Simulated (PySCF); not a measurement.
C2H6O3Si, SMILES [Si]1(O)(COC1)O.

Geometry: r2SCAN-D4/def2-SVP. The structure was generated by enumeration, and PubChem lists no compound with its InChIKey, so it may never have been made. One conformer was computed; it need not be the lowest.

Two levels are set side by side: PBE/def2-TZVP (PySCF) and B3LYP/def2-TZVP (PySCF). Same geometry, gas phase. Differences are taken from unrounded values.

```tsv
quantity	B3LYP
orbital gap (eV)	7.15
highest occupied level (eV)	-7.03
lowest empty level (eV)	0.12
dipole moment (D)	1.68
mean polarisability (bohr³)	55.9
```

What does PBE give, and how far is it from B3LYP? (The exact figures need the calculation; the answer reports its results.)


```tsv
quantity	PBE	PBE minus B3LYP
orbital gap (eV)	5.35	-1.80
highest occupied level (eV)	-5.72	1.31
lowest empty level (eV)	-0.37	-0.49
dipole moment (D)	1.60	-0.08
mean polarisability (bohr³)	58.3	2.4
```

Without exact exchange PBE keeps part of each electron's self-repulsion, which lifts occupied levels and narrows the gap. Loosely held outer electrons make PBE densities more polarisable. Differences between two approximate levels are no errors against the true value.

Rough cost on one machine, each run with all the roots and properties that it gave: B3LYP against PBE within a factor of 2.
